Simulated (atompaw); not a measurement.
# Be: PAW (atompaw) pseudisation with LDA (PW92), scalar-relativistic reference atom.

beryllium, PAW, made with atompaw 4.2.0.5 (LDA (PW92), scalar-relativistic). Core none, reference 1s2 2s2 2p0. Waves: 1s (bound): rc 0.40 bohr; 2s (bound): rc 0.80 bohr; 2p (bound, empty): rc 3.00 bohr; 2p channel at 1.75 Ry: rc 3.00 bohr. Local part: troulliermartins scheme with l = 2 at 1 Ry, radius 2.75 bohr. Core correction: none. Augmentation charge: sinc compensation charge, radius 2.60 bohr; PAW radius 3.00 bohr; waves and projectors: custom rrkj vanderbiltortho.

All-electron outer shells of the reference configuration (LDA (PW92), scalar-relativistic, ld1.x):

| shell | level (eV) | outermost node (bohr) | outermost maximum (bohr) |
| --- | --- | --- | --- |
| 1s | -104.95 | – | 0.27 |
| 2s | -5.60 | 0.60 | 2.04 |
| 2p | -2.10 | – | 2.28 |

(1) Estimate the cutoffs (Ry, on a coarse ladder) from which the occupation-weighted sum of valence levels, in a spherical-Bessel basis at the reference potential, stays within 10 and 1 mRy of its value at 400 Ry.

(2) Does the potential have ghost states?

(3) Is the overlap operator S = 1 + Σ q|β⟩⟨β| positive definite (Bessel basis up to 400 Ry)?

(4) Which valence shell sets the plane-wave cutoff?

## Answers

(1) 300 Ry and over 300 Ry.

(2) No extra level below or beside the all-electron valence levels (s, p, d, f tested).

(3) Yes: its lowest eigenvalue is 0.37 (s channel).

(4) 1s: its level needs over 300 Ry to come within 1 mRy, against 140 Ry for 2s.
